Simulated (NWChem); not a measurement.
System: Si$_{2}$F$_{5}$ cation

Input file for NWChem:

```
start job
memory heap 200 mb stack 700 mb global 900 mb
charge 1
geometry units angstroms noautoz
  F     -1.325256    -2.132258    -0.000041
  Si     0.007472    -1.272405    -0.001981
  F      1.335079    -2.139975    -0.000430
  Si    -0.000806     1.137465    -0.000469
  F     -0.585072     1.493323     1.434435
  F      1.529852     1.505506    -0.214033
  F     -0.957014     1.494526    -1.218772
end
basis spherical
  * library def2-svp
end
dft
  xc scan
  grid xcoarse
  iterations 150
  mulliken
end
task dft gradient
```

Output (shortened):

```
             Northwest Computational Chemistry Package (NWChem) 7.3.0
             --------------------------------------------------------

 C1  symmetry detected

                             Geometry "geometry" -> ""
                             -------------------------

 Output coordinates in angstroms (scale by  1.889725989 to convert to a.u.)

  No.       Tag          Charge          X              Y              Z
 ---- ---------------- ---------- -------------- -------------- --------------
    1 F                    9.0000    -1.33400337    -2.12879373     0.00026832
    2 Si                  14.0000     0.00184950    -1.27380313    -0.00147632
    3 F                    9.0000     1.32628587    -2.14620489     0.00050776
    4 Si                  14.0000     0.00235276     1.13608123    -0.00029958
    5 F                    9.0000    -0.58095026     1.49426560     1.43441736
    6 F                    9.0000     1.53439195     1.49851240    -0.21355351
    7 F                    9.0000    -0.95226105     1.49645469    -1.21887742

 Effective nuclear repulsion energy (a.u.)     480.2124578719

                                 NWChem DFT Module
                                 -----------------

 Summary of "ao basis" -> "ao basis" (spherical)
 ------------------------------------------------------------------------------
       Tag                 Description            Shells   Functions and Types
 ---------------- ------------------------------  ------  ---------------------
 F                          def2-svp                 6       14   3s2p1d
 Si                         def2-svp                 8       18   4s3p1d

            General Information
            -------------------
          SCF calculation type: DFT
          Wavefunction type:  closed shell.
          No. of atoms     :     7
          No. of electrons :    72
           Alpha electrons :    36
            Beta electrons :    36
          Charge           :     1
          Spin multiplicity:     1
          Use of symmetry is: off; symmetry adaption is: off
          Maximum number of iterations: 150
          AO basis - number of functions:   106
                     number of shells:    46
          Convergence on energy requested:  1.00D-06
          Convergence on density requested:  1.00D-05
          Convergence on gradient requested:  5.00D-04

              XC Information
              --------------
                         SCAN Method XC Functional
                  SCAN metaGGA Exchange Functional  1.000
                        SCAN Correlation Potential  1.000

             Grid Information
             ----------------
          Grid used for XC integration:  xcoarse
          Radial quadrature: Mura-Knowles
          Angular quadrature: Lebedev.
          Tag              B.-S. Rad. Rad. Pts. Rad. Cut. Ang. Pts.
          ---              ---------- --------- --------- ---------
          F                   0.50       21          10.0       194
          Si                  1.10       42           8.0       194
          Grid pruning is: on
          Number of quadrature shells:   189
          Spatial weights used:  Erf1

      Superposition of Atomic Density Guess
      -------------------------------------

 Sum of atomic energies:       -1073.93964551

 Renormalizing density from      73.00 to     72

      Non-variational initial energy
      ------------------------------

 Total energy =   -1065.873676
 1-e energy   =   -2420.230219
 2-e energy   =     874.144085
 HOMO         =      -0.715104
 LUMO         =      -0.296671

     ---------------------------------------------
      Total Density - Mulliken Population Analysis
     ---------------------------------------------

    Atom       Charge   Shell Charges
 -----------   ------   -------------------------------------------------------
    1 F    9     9.51   1.99  1.18  0.75  3.59  2.00  0.00
    2 Si  14    12.24   2.00  2.00  0.97  0.21  5.95  0.62  0.27  0.22
    3 F    9     9.51   1.99  1.18  0.75  3.59  2.00  0.00
    4 Si  14    12.22   2.00  2.00  0.77  0.08  5.95  0.74  0.31  0.37
    5 F    9     9.51   1.99  1.18  0.75  3.59  2.00  0.00
    6 F    9     9.51   1.99  1.18  0.75  3.59  2.00  0.00
    7 F    9     9.51   1.99  1.18  0.75  3.59  2.00  0.00

   convergence    iter        energy       DeltaE   RMS-Dens  Diis-err
 ---------------- ----- ----------------- --------- --------- ---------
 d= 0,ls=0.0,diis     1  -1077.1572275871 -1.56D+03  2.70D-02  2.81D+00
 d= 0,ls=0.0,diis     2  -1076.1749206084  9.82D-01  1.81D-02  1.38D+01
 d= 0,ls=0.0,diis     3  -1077.4392503283 -1.26D+00  2.16D-03  5.11D-02
 d= 0,ls=0.0,diis     4  -1077.4379824294  1.27D-03  1.19D-03  6.93D-02
 d= 0,ls=0.0,diis     5  -1077.4438799541 -5.90D-03  7.47D-05  2.92D-04
  Resetting Diis
 d= 0,ls=0.0,diis     6  -1077.4439017098 -2.18D-05  2.64D-05  1.35D-05
 d= 0,ls=0.0,diis     7  -1077.4439027076 -9.98D-07  2.52D-05  3.51D-06
 d= 0,ls=0.0,diis     8  -1077.4439015474  1.16D-06  1.73D-05  1.64D-05
 d= 0,ls=0.0,diis     9  -1077.4439030223 -1.47D-06  6.85D-07  9.80D-09
 d= 0,ls=0.0,diis    10  -1077.4439030229 -6.10D-10  2.71D-07  3.06D-09

         Total DFT energy =    -1077.443903022861
      One electron energy =    -2438.580843675574
           Coulomb energy =      974.865244902880
    Exchange-Corr. energy =      -93.940762122096
 Nuclear repulsion energy =      480.212457871929

 Numeric. integr. density =       72.000916945983

                       DFT Final Molecular Orbital Analysis
                       ------------------------------------

 Vector   34  Occ=2.000000D+00  E=-6.234832D-01
              MO Center=  5.9D-01,  1.3D+00, -1.7D-01, r^2= 2.8D+00
   Bfn.  Coefficient  Atom+Function         Bfn.  Coefficient  Atom+Function
  ----- ------------  ---------------      ----- ------------  ---------------
    83      0.462996  6 F  py                86     -0.312622  6 F  py
    97     -0.257496  7 F  py                82     -0.224672  6 F  px
    69     -0.196395  5 F  py                96     -0.176395  7 F  px
   100      0.174493  7 F  py                68     -0.167034  5 F  px
    72      0.133231  5 F  py                85      0.133578  6 F  px

 Vector   35  Occ=2.000000D+00  E=-6.033623D-01
              MO Center=  1.9D-02,  1.5D+00,  2.5D-03, r^2= 2.8D+00
   Bfn.  Coefficient  Atom+Function         Bfn.  Coefficient  Atom+Function
  ----- ------------  ---------------      ----- ------------  ---------------
    84     -0.398861  6 F  pz                68      0.368314  5 F  px
    96     -0.312091  7 F  px                87      0.271827  6 F  pz
    71     -0.251177  5 F  px                98      0.242049  7 F  pz
    99      0.212724  7 F  px               101     -0.165321  7 F  pz
    70      0.147747  5 F  pz                73     -0.101072  5 F  pz

 Vector   36  Occ=2.000000D+00  E=-5.761163D-01
              MO Center= -3.1D-03,  1.1D-02,  2.5D-03, r^2= 3.9D+00
   Bfn.  Coefficient  Atom+Function         Bfn.  Coefficient  Atom+Function
  ----- ------------  ---------------      ----- ------------  ---------------
    17      0.386070  2 Si s                 23      0.251984  2 Si py
    69     -0.245371  5 F  py                97     -0.243013  7 F  py
    83     -0.240666  6 F  py                 5      0.219035  1 F  py
    37      0.218488  3 F  py                16      0.195313  2 Si s
    72      0.162384  5 F  py                86      0.160601  6 F  py

 Vector   37  Occ=0.000000D+00  E=-3.695018D-01
              MO Center=  6.7D-03, -1.0D+00, -7.5D-03, r^2= 2.5D+00
   Bfn.  Coefficient  Atom+Function         Bfn.  Coefficient  Atom+Function
  ----- ------------  ---------------      ----- ------------  ---------------
    27      0.524816  2 Si pz                24      0.521235  2 Si pz
    21     -0.232655  2 Si pz                38      0.210710  3 F  pz
     6      0.209416  1 F  pz                41     -0.169723  3 F  pz
     9     -0.168065  1 F  pz                59      0.147402  4 Si pz
    29      0.102254  2 Si d -1              69     -0.088537  5 F  py

 Vector   38  Occ=0.000000D+00  E=-3.152489D-01
              MO Center=  5.5D-03, -7.0D-01,  5.0D-03, r^2= 3.3D+00
   Bfn.  Coefficient  Atom+Function         Bfn.  Coefficient  Atom+Function
  ----- ------------  ---------------      ----- ------------  ---------------
    18      0.734350  2 Si s                 49     -0.505196  4 Si s
    17      0.495059  2 Si s                 50     -0.468299  4 Si s
    16      0.295509  2 Si s                 55      0.265534  4 Si py
    58      0.256776  4 Si py                48     -0.255066  4 Si s
    35     -0.202244  3 F  s                  3     -0.197547  1 F  s

 Vector   39  Occ=0.000000D+00  E=-2.658092D-01
              MO Center= -3.8D-02, -3.9D-01,  1.6D-02, r^2= 3.1D+00
   Bfn.  Coefficient  Atom+Function         Bfn.  Coefficient  Atom+Function
  ----- ------------  ---------------      ----- ------------  ---------------
    25      0.599802  2 Si px                57      0.368624  4 Si px
    22      0.302292  2 Si px                28      0.255938  2 Si d -2
     3      0.200130  1 F  s                 35     -0.183828  3 F  s
     5     -0.170283  1 F  py                54      0.165463  4 Si px
    81     -0.164783  6 F  s                 37      0.163814  3 F  py

     ---------------------------------------------
      Total Density - Mulliken Population Analysis
     ---------------------------------------------

    Atom       Charge   Shell Charges
 -----------   ------   -------------------------------------------------------
    1 F    9     9.20   1.99  1.16  0.77  3.33  1.93  0.01
    2 Si  14    12.99   2.00  1.99  1.13  0.13  5.93  1.02  0.42  0.38
    3 F    9     9.20   1.99  1.16  0.77  3.33  1.93  0.01
    4 Si  14    12.90   2.00  1.98  0.89 -0.05  5.93  1.10  0.42  0.62
    5 F    9     9.24   1.99  1.15  0.78  3.34  1.97  0.01
    6 F    9     9.24   1.99  1.15  0.78  3.34  1.97  0.01
    7 F    9     9.24   1.99  1.15  0.78  3.34  1.97  0.01

     -------------------------------------------
      Total Density - Lowdin Population Analysis
     -------------------------------------------

    Atom       Charge   Shell Charges
 -----------   ------   -------------------------------------------------------
    1 F    9     9.07   1.98  1.04  0.75  3.19  2.11  0.01
    2 Si  14    13.17   2.00  1.94  0.76  0.37  5.81  1.06  0.66  0.57
    3 F    9     9.07   1.98  1.04  0.75  3.19  2.11  0.01
    4 Si  14    13.40   2.00  1.92  0.58  0.27  5.81  1.12  0.77  0.93
    5 F    9     9.10   1.98  1.03  0.75  3.20  2.14  0.01
    6 F    9     9.10   1.98  1.03  0.75  3.20  2.13  0.01
    7 F    9     9.10   1.98  1.03  0.75  3.20  2.14  0.01

     Multipole analysis of the density
     ---------------------------------

     L   x y z        total         alpha         beta         nuclear
     -   - - -        -----         -----         ----         -------
     0   0 0 0      1.000000    -36.000000    -36.000000     73.000000

     1   1 0 0      0.010083      0.005042      0.005042     -0.000000
     1   0 1 0     -0.724990     -0.362495     -0.362495      0.000000
     1   0 0 1     -0.006177     -0.003089     -0.003089      0.000000

     2   2 0 0    -35.028828   -132.208938   -132.208938    229.389047
     2   1 1 0     -0.004402     -0.002616     -0.002616      0.000829
     2   1 0 1      0.002665      0.001337      0.001337     -0.000009
     2   0 2 0    -27.234171   -341.238854   -341.238854    655.243536
     2   0 1 1      0.005115      0.000501      0.000501      0.004113
     2   0 0 2    -31.925592    -73.634446    -73.634446    115.343301

            General Information
            -------------------
          SCF calculation type: DFT
          Wavefunction type:  closed shell.
          No. of atoms     :     7
          No. of electrons :    72
           Alpha electrons :    36
            Beta electrons :    36
          Charge           :     1
          Spin multiplicity:     1
          Use of symmetry is: off; symmetry adaption is: off
          Maximum number of iterations: 150
          AO basis - number of functions:   106
                     number of shells:    46
          Convergence on energy requested:  1.00D-06
          Convergence on density requested:  1.00D-05
          Convergence on gradient requested:  5.00D-04

              XC Information
              --------------
                         SCAN Method XC Functional
                  SCAN metaGGA Exchange Functional  1.000
                        SCAN Correlation Potential  1.000

             Grid Information
             ----------------
          Grid used for XC integration:  xcoarse
          Radial quadrature: Mura-Knowles
          Angular quadrature: Lebedev.
          Tag              B.-S. Rad. Rad. Pts. Rad. Cut. Ang. Pts.
          ---              ---------- --------- --------- ---------
          F                   0.50       21          10.0       194
          Si                  1.10       42           8.0       194
          Grid pruning is: on
          Number of quadrature shells:   189
          Spatial weights used:  Erf1

          Convergence Information
          -----------------------
          Convergence aids based upon iterative change in
          total energy or number of iterations.
          Levelshifting, if invoked, occurs when the
          HOMO/LUMO gap drops below (HL_TOL):  1.00D-02
          DIIS, if invoked, will attempt to extrapolate
          using up to (NFOCK): 10 stored Fock matrices.

                    Damping( 0%)  Levelshifting(0.5)       DIIS
                  --------------- ------------------- ---------------
          dE  on:    start            ASAP                start
          dE off:    2 iters        150 iters           150 iters

                            NWChem DFT Gradient Module
                            --------------------------

  charge          =   1.00
  wavefunction    = closed shell

                         DFT ENERGY GRADIENTS

    atom               coordinates                        gradient
                 x          y          z           x          y          z
   1 F      -2.520901  -4.022837   0.000507   -0.015358  -0.009324   0.000004
   2 Si      0.003495  -2.407139  -0.002790    0.000242   0.015250   0.000011
   3 F       2.506317  -4.055739   0.000960    0.015228  -0.009533   0.000021
   4 Si      0.004446   2.146882  -0.000566    0.000216  -0.006008  -0.000037
   5 F      -1.097837   2.823753   2.710656   -0.006182   0.003344   0.014946
   6 F       2.899580   2.831778  -0.403558    0.015770   0.003162  -0.002183
   7 F      -1.799512   2.827889  -2.303344   -0.009917   0.003109  -0.012762
```

Level: SCAN/def2-SVP. Structure relaxed at the PBE-D3(BJ)/def2-SVP level.
